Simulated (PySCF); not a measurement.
# Electron correlation in Mo (molybdenum, neutral)

[Kr] 4d5 5p1, high-spin 7P determinant (an excited configuration). Calculation: PySCF 2.14, in x2c-QZVPPall; the spin-free X2C one-electron Hamiltonian (Gaussian nucleus). Frozen: [Kr]; 6 electrons correlated.

MP2 pair energies summed by pair of shells (mhartree):

```
 pair  energy  share (%)
4d-4d  -61.41       83.9
4d-5p  -11.74       16.1
```

Total MP2 correlation energy: -73.15 mhartree.

Same-spin part -73.15 and opposite-spin part 0.00 mhartree; SCS-MP2 scales them by 1/3 and 6/5 to -24.38 mhartree.

The basis was made for the ground configuration and has no added diffuse functions, which can raise the energy of the promoted electron.
